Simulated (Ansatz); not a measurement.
`F/C=C\CF` + `[NH2][SnH3]` → `FC[NH][SnH3]` + `C=CF`  (substitution at a C–C bond)

Isolated molecules relaxed with PBE0-D4/def2-TZVP in Ansatz; ΔE leaves out vibrations. CCSD(T)/CBS adds triple-zeta CCSD(T) − MP2 to the extrapolated MP2 energy (def2 sets, frozen cores). Functionals use def2-TZVPP. B3LYP here is the variant with VWN-RPA as its local correlation; programs differ in this. def2 core potentials past Kr. For Sn outer-core shells are correlated without core-valence functions, which leaves a few kJ/mol of doubt a bond. One conformer a species, not always the lowest.

`F/C=C\CF`:

Cartesian coordinates in Å:
```
F 0.416 0.007 -2.018
C 0.187 -0.882 -1.047
C -0.080 -0.526 0.196
C -0.160 0.875 0.679
F 0.706 1.056 1.748
H 0.241 -1.903 -1.407
H -0.255 -1.321 0.912
H -1.167 1.109 1.040
H 0.112 1.585 -0.104
```

`[NH2][SnH3]`:

Cartesian coordinates in Å:
```
N -1.273 0.164 -0.048
Sn 0.708 -0.278 0.045
H -1.577 0.771 0.704
H -1.538 0.611 -0.917
H 0.945 -1.043 1.550
H 1.013 -1.328 -1.263
H 1.722 1.102 -0.070
```

`FC[NH][SnH3]`:

Cartesian coordinates in Å:
```
F -1.950 0.577 0.417
C -0.742 0.488 1.147
N 0.137 -0.481 0.651
Sn 0.856 -0.275 -1.250
H -1.038 0.269 2.177
H -0.296 1.485 1.088
H -0.155 -1.418 0.893
H 2.206 -1.312 -1.336
H 1.282 1.370 -1.357
H -0.299 -0.705 -2.430
```

`C=CF`:

Z-matrix (Å, degrees):
```
C
C 1 1.316
H 1 1.081 2 119.2
H 1 1.082 2 121.6 3 -180.0
F 2 1.336 1 122.3 3 180.0
H 2 1.084 1 125.7 3 0.0
```

```tsv
level	ΔE (kJ/mol)	difference from CCSD(T)/CBS
r2SCAN-D4	-2.2	-1.0
PBE0-D4	-1.0	0.2
B3LYP-D4	-4.1	-2.9
PBE0	0.2	1.4
B3LYP	-1.7	-0.5
CCSD/def2-TZVPP	-1.0	0.2
CCSD(T)/def2-TZVPP	-1.8	-0.6
MP2/def2-QZVPP	-0.9	0.3
HF/CBS(def2)	0.2	1.4
CCSD/CBS(def2)	-0.4	0.8
CCSD(T)/CBS	-1.2	0
```

Largest T1 diagnostic among the species: 0.013.
